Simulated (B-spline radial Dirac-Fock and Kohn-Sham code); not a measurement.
ΔSCF core binding energies without Breit or QED terms, calculated with a B-spline atomic structure program.

A sound run for Ca⁷⁺, configuration [Ne] 3s2 3p1: The ground state converged in 9 iterations, with total energy -663.22678 Ha, virial ratio 1.99112 and highest orbital energy -146.48 eV. ΔSCF binding energies: K (1s) 4203.3 eV, L3 (2p3/2) 497.7 eV. Holes are computed only in closed shells, and unreliable hole states are left out.

A second run, with one unsound setting: The ground state converged in 12 iterations, with total energy -384.84616 Ha, virial ratio 1.14330 and highest orbital energy -95.37 eV. ΔSCF binding energies: K (1s) 458.2 eV, L3 (2p3/2) 611.2 eV. Holes are computed only in closed shells, and unreliable hole states are left out.

```
iter   energy (Ha)        error
   1     -449.06641901  7.97e-01
   2     -384.00595659  3.71e-01
   3     -384.76780064  1.47e-01
   4     -384.83853732  6.68e-02
   5     -384.84397189  2.94e-02
   6     -384.84617001  7.57e-03
   7     -384.84615187  1.34e-03
   8     -384.84615751  3.64e-04
   9     -384.84615782  4.85e-05
  12     -384.84615782  6.83e-08
```

Q: Which fault fits the second run best?
A. speed of light below Z
B. too few iterations
C. overfilled shell
D. box too small

A: A. The input had c_factor = 0.0301: c_factor makes c so small that Zα exceeds 1, so any numbers that come out have no meaning.
